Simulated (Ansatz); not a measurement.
Relaxation of Cl2GeH6OSi (11 atoms, charge 0, multiplicity 1), to a largest force component of 0.03 eV/Å in at most 50 steps.

All numbers below come from RKS PBE/def2-SVP in Ansatz.

```xyz
11
Properties=species:S:1:pos:R:3:forces:R:3
Ge -0.074 0.457 -0.206 -0.03 0.12 -0.03
H -0.108 0.165 1.316 -0.10 0.18 -0.07
Cl 1.966 0.604 -0.909 0.00 0.00 0.00
H -0.768 1.791 -0.574 -0.01 0.00 -0.01
Cl -1.147 -1.097 -1.280 -0.01 0.00 -0.01
O 1.071 -1.965 1.088 -0.25 0.19 0.56
Si 0.563 -3.579 0.989 0.11 -0.04 -0.04
H 1.193 -4.120 -0.257 -0.03 0.01 0.01
H 1.054 -4.366 2.176 0.00 -0.01 0.02
H -0.933 -3.716 0.929 -0.04 0.02 0.00
H 0.674 -1.449 1.832 0.36 -0.47 -0.43
```

Task: Where does it end, and by what steps?

Result: The run converged. The force dipped under the threshold on the way, but the program's further checks kept it going. After 19 steps the energy has fallen by 0.116 eV; H11 moved furthest, 0.78 Å.

```csv
step,energy less start (eV),largest force component (eV/Å),accepted
0,0.0000,0.563,yes
1,-0.0596,0.236,yes
2,-0.0757,0.218,yes
3,-0.0036,1.242,no
4,-0.0853,0.164,yes
5,-0.0914,0.269,yes
6,-0.1018,0.178,yes
7,-0.1052,0.322,yes
8,-0.1066,0.352,yes
9,-0.1091,0.250,yes
10,-0.1126,0.093,yes
11,-0.1140,0.045,yes
12,-0.1144,0.133,yes
13,-0.1147,0.068,yes
14,-0.1150,0.017,yes
15,-0.1153,0.021,yes
16,-0.1155,0.039,yes
17,-0.1155,0.062,yes
18,-0.1156,0.033,yes
19,-0.1156,0.020,yes
```

```xyz
11
Properties=species:S:1:pos:R:3
Ge -0.117 0.568 -0.330
H -0.320 0.510 1.196
Cl 2.000 0.553 -0.796
H -0.720 1.814 -1.022
Cl -1.082 -1.154 -1.250
O 0.887 -1.981 1.422
Si 0.514 -3.571 0.979
H 0.907 -3.743 -0.454
H 1.298 -4.531 1.842
H -0.948 -3.886 1.150
H 1.072 -1.854 2.368
```

Whether the end is a true minimum wasn't checked by a vibrational analysis.

The run took 22 s on 4 threads of Intel(R) Xeon(R) Platinum 8488C (Sapphire Rapids) (shared host), peak memory 0.22 GiB.
